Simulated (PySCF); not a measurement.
PySCF input:

```python
from pyscf import gto, scf, dft

mol = gto.M(
    atom='''
    Cs   -0.00000000   -0.00000000   -1.52813754
    Br    0.00000000    0.00000000    2.40135899
    ''',
    basis='def2-tzvpd',
    ecp='def2-tzvp',
    charge=1,
    spin=1,
    symmetry='C2v',
    verbose=4,
)

mf = dft.UKS(mol, xc='pw6b95').density_fit(auxbasis='def2-universal-jkfit')
mf.grids.level = 3
mf.conv_tol = 1e-9
mf.max_cycle = 100
mf.max_memory = 1500
mf.kernel()
if not mf.converged:
    mf = mf.newton()
    mf.kernel(mf.make_rdm1())
mf.analyze()
```

Task: Predict the final energy.

Result: -2595.23243 Eh (PW6B95/def2-TZVPD).
